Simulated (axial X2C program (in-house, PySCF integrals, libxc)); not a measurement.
Working with the constants of Mo₂

A bond curve at the PBE0 level, two-component, was computed with an in-house relativistic program for diatomic molecules (basis Mo dyall-cv3z [11s12p9d5f3g] (cores contracted in-house)) for the state Ω = 5 (⟨Sz⟩ = 4.99, ⟨Lz⟩ = 0.01 at PBE0). Its fit gives Re = 2.9524 Å, ωe = 154.6 cm⁻¹, ωexe = 0.403 cm⁻¹ and αe = 1.377e-04 cm⁻¹; the masses are 97.9054 and 97.9054 u. Two-component means X2C with spin–orbit coupling and atomic mean-field Coulomb and Gaunt terms.

(1) Find the reduced mass, Be and the force constant.

(2) Where do the fundamental and the first overtone lie?

(3) A Morse curve ties αe to the other constants (Pekeris). How well does that hold?

(4) Estimate De from a Morse curve and compare with the computed well depth of 0.114 eV to Mo + Mo.

(5) Estimate the centrifugal constant by the Kratzer relation.

The state is a single determinant with fixed occupations, the lowest that a limited PBE0 search found. De is counted from the lowest determinant-based energies of the atoms at the same level, without counterpoise correction. Density functionals use the spin component along the axis (collinear). PBE0 can misorder states that lie within some tenths of an eV, so this need not be the ground state of the molecule. The nearest other 2c determinant of the search, Ω = 6, lies 0.34 eV up at the distance of the search. With several unpaired electrons one determinant need not be a pure state. Open-shell Ω = 0 determinants with evenly filled partner blocks cannot be reached by this program, so the Ω shown need not be the lowest component.

Answers

(1) From the PBE0 values: μ = 48.9527 u. Be = 16.8576/(μ Re²) = 0.03951 cm⁻¹. k = 5.8918×10⁻⁷ μ ωe² = 0.689 mdyn/Å.

(2) ν(1←0) = ωe − 2ωexe = 153.8 cm⁻¹; ν(2←0) = 2ωe − 6ωexe = 306.8 cm⁻¹.

(3) αe(Morse) = 6Be²/ωe × (√(ωexe/Be) − 1) = 1.329e-04 cm⁻¹; the PBE0 curve gives 1.377e-04 cm⁻¹, a ratio of 0.97.

(4) De(Morse) = ωe²/(4ωexe) = 1.838 eV against 0.114 eV computed, a ratio of 16.12. The extrapolation overshoots: the well softens faster than a Morse curve, or the lowest atomic limit lies below the one to which the curve heads.

(5) D = 4Be³/ωe² = 1.03e-08 cm⁻¹.
